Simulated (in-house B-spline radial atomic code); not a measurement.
Atomic self-consistent-field run: Os⁵⁺. Level of theory: scalar-relativistic (X2C) Hartree-Fock, spin-polarised, averaged over the determinants with the given up and down occupations, Fermi nucleus of rms radius 5.4126 fm; calculated with an all-electron radial atomic-structure program (B-spline basis).

Command:
```bash
python run_scf.py task.json out
```
Settings (nuclear radius in fm, mass in u):
```
Z                76
configuration    [Xe] 4f14 5d3
hamiltonian      x2c
method           hf
spin_polarised   True
nucleus          fermi
rms_radius       5.4126
atomic_mass      191.96148
speed_of_light   137.035999084
```

Output (hartree, bohr):
```
 radial grid: 68 intervals, B-splines of order 8, outer radius 25.4386 bohr

 iter        energy (Eh)    residual
    1      -17242.309967    5.94e-01
    2      -17244.463304    1.24e-01
    3      -17244.851281    2.97e-02
    4      -17244.857938    1.30e-02
    5      -17244.859365    1.74e-03
    6      -17244.859401    2.06e-04
    7      -17244.859402    1.53e-04
    8      -17244.859402    1.74e-05
    9      -17244.859402    3.87e-06
   10      -17244.859402    5.28e-07

 total energy                    -17244.85940
 kinetic                           19584.8263
 electron-nucleus                 -43079.5732
 electron-electron                  6249.8875

 orbital      occ     eigenvalue          <r>       <r^2>       <1/r>       r_max
 1s up      1.000     -2731.6697    0.0169105 0.000401989     99.7121     0.01007
 1s down    1.000     -2731.6708    0.0169105 0.000401988     99.7121     0.01007
 2s up      1.000      -482.9803    0.0740177  0.00654734      23.355     0.06317
 2s down    1.000      -482.9640    0.0740168  0.00654721     23.3554     0.06317
 2p up      3.000      -422.2357    0.0667035  0.00545556     19.3281     0.05159
 2p down    3.000      -422.2187     0.066702  0.00545535     19.3285     0.05158
 3s up      1.000      -116.5502     0.192937   0.0427185     8.40894      0.1786
 3s down    1.000      -116.5467     0.192928   0.0427137     8.40924      0.1786
 3p up      3.000       -98.3268     0.193451   0.0435204     7.34222      0.1769
 3p down    3.000       -98.3223     0.193438    0.043514     7.34252      0.1769
 3d up      5.000       -77.1754     0.176199   0.0363922      6.8095      0.1444
 3d down    5.000       -77.1614     0.176221   0.0364009     6.80866      0.1444
 4s up      1.000       -27.6829     0.431922    0.210628     3.46943      0.4054
 4s down    1.000       -27.6641     0.432005    0.210694     3.46812      0.4054
 4p up      3.000       -21.5753      0.45787     0.23846     3.06534      0.4246
 4p down    3.000       -21.5556     0.457955    0.238505     3.06392      0.4247
 4d up      5.000       -13.7017     0.488938    0.276717     2.70979      0.4355
 4d down    5.000       -13.6711     0.488982    0.276597      2.7083      0.4358
 5s up      1.000        -6.2982      1.01299      1.1482     1.33733      0.9222
 5s down    1.000        -6.1354      1.00297     1.12551     1.35515      0.9162
 5p up      3.000        -4.6046      1.14608     1.47518     1.14363       1.028
 5p down    3.000        -4.3702      1.13586     1.44999     1.15784        1.02
 4f up      7.000        -4.9309     0.550202    0.369954      2.2499       0.408
 4f down    7.000        -4.9099     0.545871    0.362543     2.26033      0.4077
 5d up      3.000        -2.5830      1.47236      2.4614    0.868745       1.273
```


One-electron X2C: radii and densities carry no picture-change correction, so inner-shell <1/r> comes out high (for 1s by about 2 % at Z = 33, 5 % at 54, 10 % at 75, 30 % at 118) and <r> low.
